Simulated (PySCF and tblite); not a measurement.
The numbers below are computed, except where a source is named.
C₇H₂ClF₃O₂, numbered as in [O:1]=[C:2]1[CH:3]=[C:4]([Cl:5])[C:6](=[O:7])[C:8]([C:9]([F:10])([F:11])[F:12])=[CH:13]1.

Conformers came from 45 starts (ETKDG and KDG, MMFF94s, GFN2-xTB); geometries are GFN2-xTB. Free energies are PBE0-D3(BJ)/pcSseg-1 single points with GFN2-xTB rigid-rotor and vibrational terms (modes under about 100 cm⁻¹ blended into free rotors). Symmetry numbers and mirror images are counted. Conformers within 2.5 kcal/mol (GFN2-xTB free energy) were kept, 3 at most. GIAO shieldings: PBE0/pcSseg-1. Shifts are against TMS (¹H), TMS (¹³C), CFCl3 (¹⁹F) at the same level. (PySCF 2.14, tblite 0.8.)

What shifts does this protocol give at 298.15 K under fast conformational exchange?

¹H: 7.17 (H3, 1H), 7.12 (H13, 1H) ppm. ¹³C: 189.2 (C2), 180.3 (C6), 157.9 (C4), 140.9 (C8), 139.9 (C13), 138.6 (C3), 130.3 (C9) ppm. ¹⁹F: -80.5 (F10/F11/F12) ppm.

Unscaled ¹⁹F shifts at such levels can be off by tens of ppm; differences between conformers or isomers are more reliable. Shifts are unscaled: against experiment ¹³C can be off by 15 ppm or more and ¹H by 0.8 ppm.
